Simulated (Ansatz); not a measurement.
Geometry optimisation, Ansatz, RKS PBE0/def2-SVP.

The input (input.yaml):

```yaml
crystal:
  periodic: [false, false, false]
  atoms:
    - { symbol: Si, position_ang: [0.0, 0.0, 0.0] }
    - { symbol: F, position_ang: [0.0, 0.0, 1.94] }
    - { symbol: Cl, position_ang: [2.0086, 0.0, -0.7093] }
    - { symbol: Cl, position_ang: [-1.0032, 1.7381, -0.7093] }
    - { symbol: Cl, position_ang: [-1.0032, -1.7381, -0.7093] }
    - { symbol: P, position_ang: [-2.3535, 0.0, 0.782] }
    - { symbol: H, position_ang: [-3.1199, -0.8853, -0.0213] }
    - { symbol: H, position_ang: [-2.4033, -0.4268, 2.1354] }
    - { symbol: H, position_ang: [-1.1633, 0.0, 1.8666] }
basis:
  gaussian: { orbitals: def2-SVP }
hamiltonian:
  xc: pbe0
relax:
  f_tol: 0.15
  max_steps: 25
  restrain:
    - { distance: [0, 5], at: 2.18, k: 30.0 }
    - { distance: [8, 1], at: 0.92, k: 30.0 }
    - { distance: [0, 1], at: 2.79, k: 30.0 }
    - { distance: [8, 5], at: 2.62, k: 30.0 }
```

Launched with:

```bash
$ ansatz run input.yaml --threads 4 --pin off --max-ram 5120MiB --backend cpu --events-out ev --progress --plain --runs-dir out
```

Question: Where does it end, and by what steps?

Answer: The forces met the threshold. The restraints hold the end off the free minimum; the threshold counts their pulls, which the force column leaves out. Restrained pairs: Si1–P6 (2.48 → 2.20 Å), F2–H9 (1.17 → 0.92 Å), Si1–F2 (1.94 → 2.80 Å), P6–H9 (1.61 → 2.62 Å). After 21 steps the energy has fallen by 5.462 eV (the restraints' own energy left out); Cl3 moved furthest, 1.74 Å.

```
step  energy less start (eV)  largest force component (eV/Å)  accepted
   0                  0.0000                           3.796       yes
   1                 -0.8268                           3.423       yes
   2                 -1.2418                           4.587       yes
   3                 -2.3950                           3.840       yes
   4                 -3.5041                           2.094       yes
   5                 -4.0661                           1.380       yes
   6                 -4.3993                           1.113       yes
   7                 -4.6959                           1.061       yes
   8                 -4.8922                           1.247       yes
   9                 -4.9750                           1.291       yes
  10                 -5.0527                           1.388       yes
  11                 -5.0922                           1.545       yes
  12                 -5.1564                           1.220       yes
  13                 -5.1566                           1.915        no
  14                 -5.1695                           1.178       yes
  15                 -5.1869                           1.210       yes
  16                 -5.2213                           1.191       yes
  17                 -5.2875                           1.072       yes
  18                 -5.3322                           1.091       yes
  19                 -5.4028                           0.750       yes
  20                 -5.4383                           1.205       yes
  21                 -5.4618                           0.648       yes
```

```xyz
9
Properties=species:S:1:pos:R:3
Si -0.647 -0.167 -0.334
F 0.005 0.908 2.167
Cl 1.075 -1.112 0.242
Cl -0.302 1.812 -0.749
Cl -1.195 -1.025 -2.133
P -2.265 -0.415 1.144
H -3.187 -0.948 0.196
H -1.741 -1.665 1.582
H -0.780 1.299 2.458
```

Time of the run: 38 s on 4 threads of Intel(R) Xeon(R) Platinum 8559C (Emerald Rapids), with other jobs on the host, peak memory 0.34 GiB.
